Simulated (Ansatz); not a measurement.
Ansatz (a quantum-chemistry and plane-wave program) input (CCSD(T)/aug-cc-pV(D+d)Z):
A basis named .json is the Basis Set Exchange file of that set.

Ansatz 0.2 input:
```yaml
crystal:
  periodic: [false, false, false]
  atoms:
    - {symbol: F, position_ang: [-0.04514898, 1.56520838, 0.01877883]}
    - {symbol: C, position_ang: [-0.00856108, 0.29679236, 0.00356081]}
    - {symbol: Cl, position_ang: [1.45882399, -0.42502430, -0.00382508]}
    - {symbol: Cl, position_ang: [-1.43190004, -0.50836567, -0.00737341]}
basis:
  gaussian:
    orbitals: aug-cc-pV_D+d_Z.json
total_charge: 1
magnetization: {spin_polarized: false}
correlation: {method: ccsd_t, electrons: outside_noble_gas}
output: {forces: true}
```

End of the output:

```
integrals: 0.17 GiB planned
1049 factors; integrals over basis functions are off by at most 7.2e-4 eV
mean field: 0.43 GiB planned
mean field evaluation 1: about -28731.6956 eV, gradient 3.8e1 eV
mean field evaluation 2: about -28731.7870 eV, gradient 3.8e1 eV
mean field evaluation 4: about -28734.4273 eV, gradient 2.9e0 eV
mean field evaluation 8: about -28734.4712 eV, gradient 3.9e-1 eV
mean field evaluation 16: about -28733.1802 eV, gradient 2.8e1 eV
mean field -28734.47195783 eV, -1055.9723675255 hartree, gradient 9.6e-6 eV, S^2 0.000000; 0 other end points of the search recorded, 0 dependent functions left out
12 core orbitals not correlated
reference -28734.47195783 eV, -1055.9723675255 hartree; 12, 12 occupied and 86, 86 virtual orbitals, 1049 factors
densities: 0.67 GiB planned
second order -16.95987488 eV of doubles, -0.00000000 eV of singles
coupled cluster: 0.47 GiB planned
cycle   1  -17.08197491 eV  change   -1.2e-1 eV  update   1.2e-1
cycle   2  -17.55104959 eV  change   -4.7e-1 eV  update   3.7e-2
cycle   3  -17.67262912 eV  change   -1.2e-1 eV  update   2.0e-2
cycle   4  -17.66498389 eV  change    7.6e-3 eV  update   5.9e-3
cycle   5  -17.65909180 eV  change    5.9e-3 eV  update   2.2e-3
cycle   6  -17.65924059 eV  change   -1.5e-4 eV  update   8.4e-4
cycle   7  -17.65902529 eV  change    2.2e-4 eV  update   2.5e-4
cycle   8  -17.65901355 eV  change    1.2e-5 eV  update   1.2e-4
cycle   9  -17.65906469 eV  change   -5.1e-5 eV  update   4.8e-5
cycle  10  -17.65905523 eV  change    9.5e-6 eV  update   1.3e-5
cycle  11  -17.65905890 eV  change   -3.7e-6 eV  update   3.3e-6
perturbative correction -0.68206075 eV, -0.0250652703 hartree
the calculation of the forces begins
Total energy: -28752.81307748 eV, -1056.6463912407 hartree
Atom 0 at    -0.045149     1.565208     0.018779 Å, force    -0.029352     1.017571     0.012208 eV/Å
Atom 1 at    -0.008561     0.296792     0.003561 Å, force     0.018930    -0.656274    -0.007874 eV/Å
Atom 2 at     1.458824    -0.425024    -0.003825 Å, force     0.364502    -0.170290    -0.001726 eV/Å
Atom 3 at    -1.431900    -0.508366    -0.007373 Å, force    -0.354080    -0.191007    -0.002608 eV/Å
Dipole moment:     0.004533    -0.157137    -0.001885 e Å
```
